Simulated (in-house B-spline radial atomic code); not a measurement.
A radial electron density 4πr²n(r) was computed for an atom or ion in its tabulated ground configuration with a B-spline radial code for spherical atoms; method: Dirac-Hartree-Fock, average of configuration. Columns: r (bohr), 4πr²n(r) (electrons per bohr), bar.

```
0.000596    2.653 #
0.000717     3.59 #
0.000862    4.834 ##
 0.00104    6.517 ##
 0.00124     8.58 ###
  0.0015    11.48 ####
  0.0018    15.07 #####
 0.00216    19.61 #######
  0.0026    25.36 #########
 0.00312    32.27 ###########
 0.00375    40.54 ##############
 0.00451    50.07 #################
 0.00542     60.5 #####################
 0.00652    71.35 #########################
 0.00784    81.66 #############################
 0.00942    90.28 ################################
  0.0113    95.98 ##################################
  0.0136    97.99 ##################################
  0.0164    96.06 ##################################
  0.0197    91.64 ################################
  0.0236     87.6 ###############################
  0.0284     87.4 ###############################
  0.0341    93.78 #################################
   0.041    106.2 #####################################
  0.0493    119.6 ##########################################
  0.0593      126 ############################################
  0.0713      120 ##########################################
  0.0857    105.4 #####################################
   0.103    93.94 #################################
   0.124    96.13 ##################################
   0.149    107.6 ######################################
   0.179    110.1 ######################################
   0.215    91.02 ################################
   0.258    60.31 #####################
    0.31    39.35 ##############
   0.373    34.99 ############
   0.449    33.26 ############
   0.539    23.41 ########
   0.648    10.61 ####
   0.779     2.91 #
   0.936   0.4533 
    1.13  0.03412 
    1.35 0.001417 
    1.63 1.972e-05
```

(1) Which atom or ion is it?
A. Lu32+
B. Er32+
C. Yb31+
D. Yb32+

## Answers

(1) D. The area under the curve, ∫4πr²n dr = ∫r·4πr²n d(ln r) on this logarithmic grid, is 38 electrons, which only this option has. The configuration is [Kr] 4d2.
